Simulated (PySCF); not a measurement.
Correlation energy of Si²⁺ (silicon, charge +2)

[Ne] 3s1 3d1, high-spin 3D determinant (an excited configuration). Calculation: PySCF 2.14, in aug-cc-pV(Q+d)Z; no relativity, point nucleus. Frozen: [Ne]; 2 electrons correlated.

Total MP2 correlation energy: -6.09 mhartree.

Same-spin part -6.09 and opposite-spin part 0.00 mhartree; SCS-MP2 scales them by 1/3 and 6/5 to -2.03 mhartree.
